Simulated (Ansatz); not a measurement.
Species: ZrI₂, charge 0, multiplicity 3. The spin state was set by rule; other spins were not relaxed. 
Structure (B3LYP-D3(BJ)/def2-TZVP (Ansatz, a first-principles code) minimum search):
SMILES: [I][Zr][I]
```xyz
3

Zr     0.0000     0.0000     0.0000
I      0.0000     0.0000     2.7397
I      0.0000     0.0000    -2.7397
```
Charge 0, spin multiplicity 3.

Parts of the frozen-core correlation energy in def2-SVPD (Ansatz, hartree). Frozen orbitals: 22; correlated occupied orbitals by spin: 10 and 8; virtual: 72 and 74. UHF or UKS for open shells. No spin-orbit coupling. Past Kr the def2 sets carry scalar-relativistic core potentials.

| term | value |
|---|---|
| reference (HF) | -639.95875 |
| MP2 opposite-spin | ___ |
| MP2 same-spin | ___ |
| CCSD correlation | ___ |
| (T) | -0.00975 |
| T1 diagnostic | 0.022 |
| largest doubles amplitude | 0.029 |
| <S^2> of the reference | 2.017 |

Task: Complete the blanks.

Result: 
- MP2 opposite-spin, value: -0.17262
- MP2 same-spin, value: -0.07514
- CCSD correlation, value: -0.27141
